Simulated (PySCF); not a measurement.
(Z)-1,3,3-trifluoroprop-1-ene (C3H3F3), SMILES F/C=C\C(F)F. Atoms are numbered in the order given.

```xyz
9

F     -2.0810     0.7278     0.0000
C     -1.6134    -0.5144     0.0000
C     -0.3140    -0.7923     0.0000
C      0.7543     0.2435     0.0000
F      1.5456     0.0923     1.0885
F      1.5456     0.0923    -1.0885
H     -2.4090    -1.2650     0.0000
H      0.0036    -1.8374     0.0000
H      0.3521     1.2696     0.0000
```
Charge 0, spin multiplicity 1.

Geometry: PBE0-D3(BJ)/def2-SVP. One conformer was computed; it need not be the lowest.

These are PBE/def2-TZVP (PySCF) values and carry that method's errors.

The molecule is in vacuum.

| Quantity | Value |
|---|---|
| total energy | -415.36889 hartree |
| point group | Cs |
| highest occupied level | -6.97 eV |
| lowest empty level | -1.52 eV |
| orbital gap | 5.45 eV |
| dipole moment | 2.08 D |
| quadrupole, principal values (traceless, Buckingham form, about the centre of nuclear charge) | -3.62, -3.45, 7.06 D·Å |
| mean static polarisability | 39.2 bohr³ (5.80 Å³) |
| polarisability, principal values | 30.4, 36.6, 50.4 bohr³ |
